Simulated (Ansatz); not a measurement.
Cu₄Cl₄. Charge 0, multiplicity 1. Geometry r2SCAN-D4/def2-SVP.

```xyz
8

Cu    1.7264    0.9556    0.5296
Cu   -1.7264   -0.9555   -0.5297
Cu   -0.7413    1.0760    0.4747
Cu    0.7414   -1.0758   -0.4749
Cl    0.6455    2.7874    0.1489
Cl   -2.6333    0.0980    1.1243
Cl    2.5446   -1.0214    0.8302
Cl   -0.5570   -1.8643   -2.1030
```

The structure comes from a short search, and lower isomers may exist.

(1) Estimate the orbital energies around the gap (eV) in Ansatz with PBE-D4/def2-TZVP, r2SCAN-D4/def2-TZVP, r2SCANh-D4/def2-TZVP, PBE0-D4/def2-TZVP, BHLYP-D4/def2-TZVP.

## Answers

(1) 
```tsv
orbital	PBE-D4/def2-TZVP	r2SCAN-D4/def2-TZVP	r2SCANh-D4/def2-TZVP	PBE0-D4/def2-TZVP	BHLYP-D4/def2-TZVP
HOMO−5	-6.61	-6.81	-7.54	-8.42	-10.12
HOMO−4	-6.50	-6.67	-7.42	-8.36	-10.03
HOMO−3	-6.48	-6.63	-7.29	-8.12	-9.73
HOMO−2	-6.26	-6.42	-7.10	-7.99	-9.69
HOMO−1	-6.21	-6.38	-7.06	-7.87	-9.44
HOMO	-6.18	-6.37	-7.00	-7.80	-9.35
LUMO	-3.40	-3.33	-3.04	-2.66	-1.76
LUMO+1	-1.78	-1.49	-1.13	-0.78	-0.03
LUMO+2	-1.61	-1.27	-0.96	-0.74	0.07
LUMO+3	-1.40	-1.09	-0.74	-0.43	0.41
LUMO+4	-1.02	-0.82	-0.49	-0.12	0.88
LUMO+5	-0.40	-0.13	0.19	0.49	1.37
```
